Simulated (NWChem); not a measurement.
# CCl₃, doublet; SMILES Cl[C](Cl)Cl

```xyz
4

Cl    -1.6323    -0.4235    -0.0248
C      0.0000     0.0000     0.2712
Cl     1.1829    -1.2019    -0.0248
Cl     0.4494     1.6253    -0.0248
```
Atoms are numbered in this order, from 1.

All runs: NWChem. Spin-unrestricted. In the optimisation the excess spin sits in a (C3, its own frame). The geometry was optimised at PBE0/def2-SVP, spin-unrestricted. No stability test was run on the SCF state. Level: M05-2X/def2-SVP with SMD (1 M gas to 1 M solution), gas-phase geometry. Reactions with the solvent are ignored.

```csv
solvent,dielectric constant,solvation free energy (kcal/mol),cavity-dispersion-structure term (kcal/mol),dipole in solution (D)
water,78.4,2.0,2.2,0.26
methanol,32.6,-1.7,-1.5,0.26
ethylene glycol,40.2,-0.2,0.0,0.26
cyclohexane,2.02,-2.0,-1.8,0.25
chloroform,4.71,-2.4,-2.2,0.26
"1,4-dioxane",2.21,-1.3,-1.2,0.25
dimethyl sulfoxide,46.8,-0.7,-0.4,0.26
```
